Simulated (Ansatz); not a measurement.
Reaction: SiH4S (sulfanylsilane, SMILES [SiH3]S) → SiH3S (SMILES [SiH3][S], doublet) + H (doublet) (the H-S bond breaks)
Each species at its own B3LYP-D3(BJ)/def2-TZVP minimum (Ansatz, a quantum-chemistry and plane-wave program).

Total energies in hartree (Ansatz). Open shells are spin-unrestricted; no spin-orbit coupling. Cores are frozen in correlated methods. No relativity. Where a partner has so few electrons that a lower coupled-cluster level is exact, that level stands in.

```csv
species,HF/cc-pV(T+d)Z,CCSD(T)/cc-pV(T+d)Z,HF/cc-pV(Q+d)Z,CCSD(T)/cc-pV(Q+d)Z,CCSDT(Q)/cc-pV(T+d)Z
"1: SiH4S (sulfanylsilane, SMILES [SiH3]S)",-688.85116,-689.21701,-688.85856,-689.24800,-689.21883
"2: SiH3S (SMILES [SiH3][S], doublet)",-688.24378,-688.56988,-688.25096,-688.59865,-688.57185
3: H (doublet),-0.49981,-0.49981,-0.49995,-0.49995,-0.49981
```

Work out the bond dissociation energy (electronic) in kJ/mol: take Hartree-Fock from cc-pV(Q+d)Z, extrapolate the CCSD(T) correlation energy as X^-3 (X = 3, 4), and add CCSDT(Q) - CCSD(T) in cc-pV(T+d)Z. 1 hartree = 2625.5 kJ/mol.


Species 1: correlation (64·(-0.38944) - 27·(-0.36585))/37 = -0.40665; step -0.00182; E1 = -688.85856 + (-0.40665) + (-0.00182) = -689.26703
Species 2: correlation (64·(-0.34769) - 27·(-0.32610))/37 = -0.36344; step -0.00197; E2 = -688.25096 + (-0.36344) + (-0.00197) = -688.61637
Species 3: correlation (64·(0.00000) - 27·(0.00000))/37 = 0.00000; step +0.00000; E3 = -0.49995 + (0.00000) + (+0.00000) = -0.49995
-1·E1 +1·E2 +1·E3 = 0.15071 hartree = 395.7 kJ/mol.
